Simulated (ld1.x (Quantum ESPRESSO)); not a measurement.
## Before and after: TM potential for zinc

* Element: Zn (Z = 30)
* Generator: ld1.x (Quantum ESPRESSO) 7.5
* Type: norm-conserving Troullier–Martins (Kleinman–Bylander form)
* Functional: PBEsol
* Relativity: scalar-relativistic
* Frozen core: [Ar]
* Valence charge: 12
* Reference configuration: 3d10 4s1 4p1
* Partial waves: 4p (bound): rc 2.80 bohr; 3d (bound): rc 1.00 bohr; 4s (bound): rc 1.80 bohr
* Local potential: the s channel
* Core correction: Bessel-smoothed model core, default radius (core density twice the valence density)

All-electron outer shells of the reference configuration (PBEsol, scalar-relativistic, ld1.x):

```
shell  level (eV)  outermost node (bohr)  outermost maximum (bohr)
   3s     -131.16                   0.28                      0.59
   3p      -85.50                   0.25                      0.59
   3d      -12.36                      –                      0.57
   4s       -7.41                   0.85                      2.04
   4p       -2.09                   0.92                      2.89
```

Change: all radii but the core radius scaled by about 1.39 (s 2.50, p 3.90, d 1.40 bohr).

Cutoffs: the cutoffs (Ry, on a coarse ladder) from which the occupation-weighted sum of valence levels, in a spherical-Bessel basis at the reference potential, stays within 10 and 1 mRy of its value at 400 Ry; they do not see the model core or the augmentation charge, which bear on the density cutoff. Errors are all-electron minus pseudo energies relative to the spin-unpolarised reference configuration.

How do hardness, ghosts and transferability respond?

Of the 7 tests that both files solve, the error grows in 3 and shrinks in 1 by more than 15 % and 0.3 meV (median size 2.7 → 4.1 meV); neither file shows a bound ghost.

| quantity | base | changed |
| --- | --- | --- |
| cutoff, loose | 230 Ry | 140 Ry |
| cutoff, tight | over 300 Ry | 260 Ry |
| loose cutoff by channel (10 mRy a level) | p 6 Ry, d 200 Ry, s 10 Ry | p 6 Ry, d 120 Ry, s 8 Ry |
| bound ghosts | none | none |
| error for 3d10 4s2 4p0, meV [ΔE -5.13 eV] | -1.3 | +2.8 |
| error for 3d10 4s1 4p0, meV [ΔE 4.77 eV] | -2.7 | -4.1 |
| error for 3d10 4s0 4p0, meV [ΔE 23.12 eV] | -39 | -43 |
| error for 3d10 4s1.5 4p0, meV [ΔE -1.18 eV] | +0.2 | 0.0 |
| error for 3d9 4s0 4p0, meV [ΔE 63.63 eV] | -444 | -583 |
| error for 3d10 4s0 4p2, meV [ΔE 5.48 eV] | -1.8 | 0.0 |
| error for 3d8 4s0 4p0, meV [ΔE 125.41 eV] | -2354 | -2372 |
